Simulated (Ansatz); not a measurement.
Geometry optimisation, RKS PBE-D4/def2-SVP (Ansatz 0.2.0).

Input file:

```yaml
crystal:
  periodic: [false, false, false]
  atoms:
    - { symbol: Ge, position_ang: [0.271373, -0.079358, 0.00468] }
    - { symbol: O, position_ang: [0.734521, -0.072118, 1.710514] }
    - { symbol: H, position_ang: [-0.001337, -0.193716, 2.34165] }
    - { symbol: H, position_ang: [1.76506, 0.07882, -0.288088] }
    - { symbol: F, position_ang: [-0.662704, 1.355261, -0.400234] }
    - { symbol: H, position_ang: [-0.595012, -1.264189, -0.485323] }
basis:
  gaussian: { orbitals: def2-SVP }
hamiltonian:
  xc: pbe
  dispersion: d4
relax:
  f_tol: 0.03
  max_steps: 50
output:
  orbitals: {}
```

Command:

```bash
$ ansatz run input.yaml --threads 2 --pin off --max-ram 3072MiB --backend cpu --events-out ev --progress --plain --runs-dir out
```

**Question.** Where does it end, and by what steps?

**Answer.** The forces met the threshold. After 5 steps the energy has fallen by 0.252 eV; H4 moved furthest, 0.30 Å.

```json
{"step": "0", "energy less start (eV)": "0.0000", "largest force component (eV/Å)": "1.051", "accepted": "yes"}
{"step": "1", "energy less start (eV)": "-0.2113", "largest force component (eV/Å)": "0.267", "accepted": "yes"}
{"step": "2", "energy less start (eV)": "-0.2393", "largest force component (eV/Å)": "0.205", "accepted": "yes"}
{"step": "3", "energy less start (eV)": "-0.2484", "largest force component (eV/Å)": "0.249", "accepted": "yes"}
{"step": "4", "energy less start (eV)": "-0.2513", "largest force component (eV/Å)": "0.050", "accepted": "yes"}
{"step": "5", "energy less start (eV)": "-0.2516", "largest force component (eV/Å)": "0.013", "accepted": "yes"}
```

```xyz
6
Properties=species:S:1:pos:R:3
Ge 0.360 -0.068 0.059
O 0.664 -0.072 1.817
H -0.159 -0.214 2.321
H 1.748 0.085 -0.592
F -0.592 1.362 -0.327
H -0.510 -1.270 -0.395
```

Whether the end is a true minimum wasn't checked by a vibrational analysis.

The run took 5.6 s on 2 threads of Arm Neoverse V2, on a shared host, peak memory 0.13 GiB.
